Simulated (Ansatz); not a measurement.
A nudged elastic band was laid between two geometries of Al2FH3N (7 atoms, charge -1, multiplicity 1).

All numbers below come from RKS r2SCAN/def2-SVP (Ansatz).

* movable images: 5
* climbing image: yes
* spring: 5.0 eV/Å²
* optimiser: quadratic models (default)
* start path: through a guess of the saddle point
* force threshold: 0.05 eV/Å
* iteration limit: 60
* end points: relaxed

First end point:

```xyz
7
Properties=species:S:1:pos:R:3
F -1.584 -1.763 -1.859
Al -1.084 -0.241 -1.288
N 0.005 0.019 0.010
Al 1.104 0.276 1.312
H -1.823 0.868 -2.193
H 0.663 0.439 2.871
H 2.718 0.402 1.147
```

Last end point:

```xyz
7
Properties=species:S:1:pos:R:3
F -1.593 -1.911 -1.910
Al -0.579 -1.246 -0.707
N -0.452 0.533 -0.524
Al 0.746 0.192 0.880
H -0.770 1.435 -0.879
H 2.338 0.515 0.712
H 0.309 0.482 2.428
```

Task: Which bonds break or form, and what moves?

Result: Bonds broken: Al2–H5. Bonds formed: Al2–Al4, N3–H5.

Task: What energy profile does the band end with?

Result: The forces met the threshold. The highest image is number 2 of 0 to 6, 210.1 kJ/mol above the first end and 203.7 kJ/mol above the last; the last end lies 6.3 kJ/mol above the first. The profile has 2 maxima (images 2, 5) with wells between them (image 4): this band takes more than one step, which may be the mechanism or a detour left from its start path. Neighbouring images differ by up to 2.1 eV, so the band resolves the path poorly. A vibrational analysis at the climbing image gives one clearly imaginary mode, 1217i cm⁻¹: a first-order saddle point. The orbitals stay closed-shell, which can raise the energy where a bond breaks towards radicals; this wasn't checked here. Limits of this set-up: an anion without diffuse functions.

| image | path coordinate (Å) | energy (kJ/mol) | Al2–H5 (Å) | Al2–Al4 (Å) | N3–H5 (Å) |
| --- | --- | --- | --- | --- | --- |
| 0 | 0.00 | 0.0 | 1.61 | 3.44 | 2.99 |
| 1 | 1.28 | 12.1 | 1.60 | 3.32 | 2.90 |
| 2 | 2.55 | 210.1 | 1.66 | 3.51 | 1.65 |
| 3 | 3.74 | 33.2 | 2.41 | 3.44 | 1.03 |
| 4 | 4.94 | 15.1 | 2.46 | 3.35 | 1.03 |
| 5 | 6.13 | 23.3 | 2.56 | 2.87 | 1.02 |
| 6 | 7.32 | 6.3 | 2.69 | 2.52 | 1.02 |

Task: What is the geometry of the highest image?

Result: 
```xyz
7
Properties=species:S:1:pos:R:3
F -1.604 -1.873 -2.187
Al -1.125 -0.337 -1.621
N -0.140 -0.127 -0.162
Al 1.020 0.293 1.088
H -1.361 0.907 -0.543
H 0.591 1.109 2.419
H 2.618 0.027 1.007
```

Time of the run: 2.7 min on 2 threads of Intel(R) Xeon(R) 6975P-C (Granite Rapids) (shared host), peak memory 0.16 GiB.
